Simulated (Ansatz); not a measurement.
C₃H₇O, charge +1, singlet, geometry from GFN2-xTB; SVWN5/pcseg-1 in Ansatz (a program for electronic structure).

Here is a job for Ansatz.
Ansatz 0.2 input:
```yaml
crystal:
  periodic: [false, false, false]
  atoms:
    - {symbol: O, position_ang: [-0.12196456, -0.11943116, 1.32799784]}
    - {symbol: C, position_ang: [-0.00798184, -0.01099008, 0.06880575]}
    - {symbol: C, position_ang: [0.07373480, 1.28361169, -0.60229975]}
    - {symbol: C, position_ang: [0.04849087, -1.25339967, -0.69585394]}
    - {symbol: H, position_ang: [-0.32280816, 2.10426178, -0.00494255]}
    - {symbol: H, position_ang: [0.33273813, -2.09663446, -0.06823236]}
    - {symbol: H, position_ang: [-0.40234208, 1.26246429, -1.58195675]}
    - {symbol: H, position_ang: [1.13051027, 1.50223461, -0.79778580]}
    - {symbol: H, position_ang: [0.69259699, -1.16845430, -1.56935464]}
    - {symbol: H, position_ang: [-0.95587967, -1.46687807, -1.07995797]}
    - {symbol: H, position_ang: [-0.18456204, 0.70312382, 1.85433503]}
basis:
  gaussian:
    orbitals: pcseg-1.json
    nuclear_model: gaussian
hamiltonian:
  xc: {name: SVWN5}
total_charge: 1
```
The basis file holds pcseg-1 in the JSON format of the Basis Set Exchange.

What the program printed (banner, timings and long lists left out):

```
Functional definition: SVWN5
1027 factors; their error is unknown
mean field evaluation 1: about -5199.1956 eV, gradient 9.4e1 eV
mean field evaluation 2: about -5179.4582 eV, gradient 1.3e2 eV
mean field evaluation 4: about -5218.5144 eV, gradient 8.9e0 eV
mean field evaluation 8: about -5218.6111 eV, gradient 3.0e-1 eV
mean field evaluation 16: about -5218.6113 eV, gradient 4.1e-5 eV
mean field -5218.61131829 eV, -191.7804286452 hartree, gradient 4.1e-5 eV, S^2 0.000000; 0 other end points of the search recorded, 0 dependent functions left out
reference -5218.61134953 eV, -191.7804297934 hartree; 16, 16 occupied and 75, 75 virtual orbitals, 1027 factors
Total energy: -5218.61134953 eV, -191.7804297934 hartree
```
